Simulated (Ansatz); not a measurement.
A structure relaxed at PBE0-D4/def2-TZVP, charge 0, multiplicity 1:

```xyz
10

F     0.0203    0.3637   -2.4328
B    -0.2359   -0.4925   -1.4562
F     0.0137   -1.7656   -1.7196
C    -0.7578   -0.0286   -0.0766
Si    0.6398    0.3810    1.1227
H    -1.3577   -0.8111    0.3959
H    -1.3622    0.8774   -0.1741
H     1.4916   -0.8158    1.3449
H     0.0667    0.8161    2.4224
H     1.4813    1.4754    0.5735
```

Task: Give its formula and SMILES.

Result: CH5BF2Si, `FB(F)C[SiH3]`.

Task: Point group (tolerance 0.08 Å, 0.16 Å for H)?

Result: Cs.

Task: Summarise the bond lengths by kind.

Result: 2 × B–F 1.324 Å; 1 × B–C 1.546 Å; 1 × C–Si 1.887 Å; 2 × C–H 1.093 Å; 3 × H–Si 1.486 Å.

Program: Ansatz 0.2.0.
